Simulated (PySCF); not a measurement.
Compound: C7H7FO.
Bonds: C1–O2, O2–C3, C3–C4 (aromatic), C4–C5 (aromatic), C5–C6 (aromatic), C6–C7 (aromatic), C7–F8, C7–C9 (aromatic), C3–C9 (aromatic). Hydrogens: H10, H11, H12 on C1; H13 on C4; H14 on C5; H15 on C6; H16 on C9.

Torsions of this conformer, `[CH3:1][O:2][c:3]1[cH:4][cH:5][cH:6][c:7]([F:8])[cH:9]1`: C1–O2–C3–C4 180°.

The closed-shell ground state was solved at several levels (PySCF, density fitting, gas phase, non-relativistic). The structure is a single PBE0-D3(BJ)/def2-SVP conformer in the gas phase; no vibrational or solvent corrections.

```json
{"level": "B3LYP/pcJ-1", "basis functions": "313", "total energy (Eh)": "-446.0232", "HOMO (eV)": "-6.38", "LUMO (eV)": "-0.43", "gap (eV)": "5.95", "dipole (D)": "1.44"}
{"level": "PBE0/pcSseg-1", "basis functions": "188", "total energy (Eh)": "-445.4638", "HOMO (eV)": "-6.61", "LUMO (eV)": "-0.26", "gap (eV)": "6.35", "dipole (D)": "1.46"}
{"level": "CAM-B3LYP/pcSseg-1", "basis functions": "188", "total energy (Eh)": "-445.7664", "HOMO (eV)": "-7.81", "LUMO (eV)": "0.84", "gap (eV)": "8.65", "dipole (D)": "1.43"}
```

(1) What might PBE0/def2-SVPD (242 basis functions) give for the same quantities?

(2) Over all these levels, which gives the widest orbital gap and which the narrowest?

(3) How far do the dipole and the HOMO energy spread over the levels?

## Answers

(1) Total energy -445.2124 Eh, HOMO -6.64 eV, LUMO -0.34 eV, gap 6.30 eV, dipole 1.42 D.

(2) CAM-B3LYP/pcSseg-1 (range-separated hybrid) has the widest, 8.65 eV, and B3LYP/pcJ-1 (global hybrid, 20 % exact exchange) the narrowest, 5.95 eV. Functional and basis both differ between the two, so the spread mixes both effects.

(3) The dipole runs from 1.42 to 1.46 D (mean 1.44 D) and the HOMO from -7.81 to -6.38 eV.
